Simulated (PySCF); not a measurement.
Computed with PBE-D3(BJ)/def2-TZVP // r2SCAN-D4/def2-SVP (PySCF 2.14.0). Isolated molecules, 0 K electronic values unless said otherwise. One relaxed conformer stands for a flexible species; it need not be the lowest. Excitations are Tamm–Dancoff values on a coarser integration grid. The basis has no diffuse functions, so Rydberg states are missing or too high.

Reference species (SMILES): `C[O][Ge]([SiH3])([SiH3])[O]C` (C–O–Ge–Si torsion 178°, Si–Ge–O–C torsion 47°) (neutral, multiplicity 1).

| Quantity | Value |
|---|---|
| S1 excitation (TDA) | 4.99 eV |
| S1 oscillator strength | 0.007 |

Changed species: `[SiH3][Ge]([SiH3])([SiH3])[SiH3]` (4 of 4 OCH3 replaced by SiH3; the reference has 2 of 4 OCH3 replaced by SiH3).

Give the shifts of the S1 excitation (TDA) and S1 oscillator strength.

the S1 excitation (TDA) rises by 0.93 eV, to 5.92 eV; the S1 oscillator strength hardly moves.
